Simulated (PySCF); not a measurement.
**Shapes and spin states of IrCl₄**

All numbers come from PySCF, PBE, basis Ir def2-SVP with ECP60, Cl def2-SVP (scalar-relativistic core potentials, no spin–orbit coupling, density fitting).

Relaxations began from a few typed shapes and spin states; open shells are unrestricted. The search is not exhaustive: other isomers or separated fragments can lie lower, and high-lying points may rest on an excited occupation.

Q: Which is the lowest minimum found?
A. doublet C2v: Ir–Cl 2.230 Å (×2), Ir–Cl 2.276 Å (×2); Cl–Ir–Cl 98.6° (×4), Cl–Ir–Cl 115.3°, Cl–Ir–Cl 147.4°
B. sextet Td: Ir–Cl 2.316 Å (×4); Cl–Ir–Cl 109.5° (×6)
C. quartet D4h: Ir–Cl 2.267 Å (×4); Cl–Ir–Cl 90.0° (×4), Cl–Ir–Cl 180.0° (×2)

A: C. The others lie at 33.8 (doublet C2v), 106.5 (sextet Td) kJ/mol above it.

Formally Ir is in oxidation state +4, d5, with 3 unpaired electrons (the high-spin count would be 5). The Mulliken spin on Ir is 1.66. The polar-tensor charge on Ir, 1.27, is far below the formal one.

For the lowest minimum: with open d or f shells other occupations or spin states may lie lower. No spin–orbit coupling is included, which matters more the heavier the element.
